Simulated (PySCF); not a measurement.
Compound: C4H10BO (charge -1).
Bonds: O1–B2, B2–C3, C3–C4, C4–C5, C5–C6, C3–C6. Hydrogens: H7 on O1; H8, H9 on B2; H10 on C3; H11, H12 on C4; H13, H14 on C5; H15, H16 on C6.

The calculation used PBE0-D3(BJ)/def2-SVP geometry optimisation, gas phase (PySCF 2.14.0).

List the bond lengths, angles and torsions at this level.

```tsv
bond	length (Å)	order
O1–B2	1.485	single
B2–C3	1.639	single
C3–C4, C3–C6	1.551	single
C4–C5, C5–C6	1.539	single
O1–H7	0.961	single
B2–H8	1.260	single
B2–H9	1.275	single
C3–H10	1.113	single
C4–H11, C6–H15	1.105	single
C4–H12, C6–H16	1.104	single
C5–H13	1.105	single
C5–H14	1.108	single
```

Bonds in one row agree within 0.01 Å and their mean is given. Orders are formal, as drawn. A selection of angles:
```tsv
angle	degrees
B2–O1–H7	106.2
O1–B2–C3	112.6
O1–B2–H8	108.1
O1–B2–H9	113.1
C3–B2–H8	106.9
H8–B2–H9	108.4
B2–C3–C4	120.0
B2–C3–H10	111.5
C4–C3–C6	87.2
C4–C3–H10	108.1
C3–C4–C5	89.4
C3–C4–H11	119.2
C3–C4–H12	109.7
C5–C4–H11	117.6
C5–C4–H12	111.8
H11–C4–H12	108.1
C4–C5–C6	88.1
C4–C5–H13	111.3
C4–C5–H14	118.8
H13–C5–H14	107.7
```

Dihedral angles: O1–B2–C3–C4 70° (synclinal); B2–C3–C4–C5 140° (anticlinal); C3–C4–C5–C6 -18° (synperiplanar); C4–C5–C6–C3 18° (synperiplanar); B2–C3–C6–C5 -141° (anticlinal); H7–O1–B2–C3 61° (synclinal). The mirror-image conformer, all signs reversed, is as good.

The 4-membered ring C3–C4–C5–C6 has internal angles of 87.2° to 89.6° (sum 354°, against 360° for a flat polygon); it is puckered, 0.12 Å rms from its mean plane, widest ring torsion 18°. B2 (four-coordinate boron) is distorted tetrahedral (angles from 106.9° to 113.1°).

Point group: C1 (no symmetry element, even within 0.4 Å). Stationary, but not proved a minimum. The geometry's basis has no diffuse functions, a weakness for an anion. Torsions: H–O1–B2–C3 61°, O1–B2–C3–C4 70°, B2–C3–C4–C5 140°, C3–C4–C5–C6 -18°, C4–C5–C6–C3 18°, B2–C3–C6–C5 -141°.
